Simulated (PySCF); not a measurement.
All values below come from PySCF with B3LYP-D3(BJ)/def2-TZVP // PBE0-D4/def2-TZVP. Isolated molecules, 0 K electronic values unless said otherwise. B3LYP has the VWN-RPA correlation part, as in Gaussian. Delta-SCF ions had no search for a lower state. 

Reference species (SMILES): `[F][In]([F])[F]` (neutral, multiplicity 1).

```json
{
 "S1 oscillator strength": "0.000",
 "vertical ionisation energy (Delta-SCF)": "13.51 eV"
}
```

Changed species: `[Cl][In]([Cl])[Cl]` (3 of 3 F replaced by Cl; the reference has 0 of 3 F replaced by Cl).

Task: Predict the effect on the S1 oscillator strength and vertical ionisation energy (Delta-SCF).

Result: the S1 oscillator strength stays essentially unchanged; the vertical ionisation energy (Delta-SCF) falls by 2.23 eV, to 11.28 eV.
